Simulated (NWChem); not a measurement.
C$_{2}$H$_{5}$ClOSi; SMILES Cl[Si@H]1OCC1

```xyz
10

Cl    -0.0160    -1.8871    -0.3818
Si    -0.0287    -0.0624     0.6147
C     -1.1461     1.2744    -0.1096
C      0.2096     1.9452    -0.4685
O      1.1807     1.0130     0.1015
H      0.0002    -0.3886     2.0757
H     -1.7627     1.8418     0.6142
H     -1.7703     0.9822    -0.9748
H      0.3751     2.0407    -1.5634
H      0.3422     2.9466    -0.0059
```
Atoms are numbered in this order, from 1.

Level: PBE-D3(BJ)/def2-SVP (NWChem), optimised geometry, unscaled harmonic frequencies. 

**Question.** List the harmonic frequencies with IR intensities, and the thermochemistry.

**Answer.** 
```json
[
 {"frequency (cm⁻¹)": "105", "IR intensity (km/mol)": "0.2"},
 {"frequency (cm⁻¹)": "174", "IR intensity (km/mol)": "1.4"},
 {"frequency (cm⁻¹)": "239", "IR intensity (km/mol)": "6.0"},
 {"frequency (cm⁻¹)": "469", "IR intensity (km/mol)": "28.4"},
 {"frequency (cm⁻¹)": "594", "IR intensity (km/mol)": "61.2"},
 {"frequency (cm⁻¹)": "643", "IR intensity (km/mol)": "34.4"},
 {"frequency (cm⁻¹)": "700", "IR intensity (km/mol)": "9.9"},
 {"frequency (cm⁻¹)": "734", "IR intensity (km/mol)": "49.9"},
 {"frequency (cm⁻¹)": "804", "IR intensity (km/mol)": "84.2"},
 {"frequency (cm⁻¹)": "860", "IR intensity (km/mol)": "81.9"},
 {"frequency (cm⁻¹)": "882", "IR intensity (km/mol)": "100.9"},
 {"frequency (cm⁻¹)": "940", "IR intensity (km/mol)": "3.5"},
 {"frequency (cm⁻¹)": "958", "IR intensity (km/mol)": "67.9"},
 {"frequency (cm⁻¹)": "1064", "IR intensity (km/mol)": "59.0"},
 {"frequency (cm⁻¹)": "1131", "IR intensity (km/mol)": "1.2"},
 {"frequency (cm⁻¹)": "1167", "IR intensity (km/mol)": "0.2"},
 {"frequency (cm⁻¹)": "1289", "IR intensity (km/mol)": "4.1"},
 {"frequency (cm⁻¹)": "1365", "IR intensity (km/mol)": "12.1"},
 {"frequency (cm⁻¹)": "1448", "IR intensity (km/mol)": "0.7"},
 {"frequency (cm⁻¹)": "2194", "IR intensity (km/mol)": "131.8"},
 {"frequency (cm⁻¹)": "2968", "IR intensity (km/mol)": "61.8"},
 {"frequency (cm⁻¹)": "3023", "IR intensity (km/mol)": "21.0"},
 {"frequency (cm⁻¹)": "3029", "IR intensity (km/mol)": "4.9"},
 {"frequency (cm⁻¹)": "3098", "IR intensity (km/mol)": "1.6"}
]
```

zero-point energy: 42.7 kcal/mol
thermal correction to the enthalpy at 298.15 K (with zero-point energy): 46.9 kcal/mol
heat capacity Cv: 20.2 cal/(mol K)
entropy at 298.15 K and 1 atm (symmetry number 1): 77.5 cal/(mol K)
dipole moment: 2.29 D

Rigid rotor and harmonic oscillator.
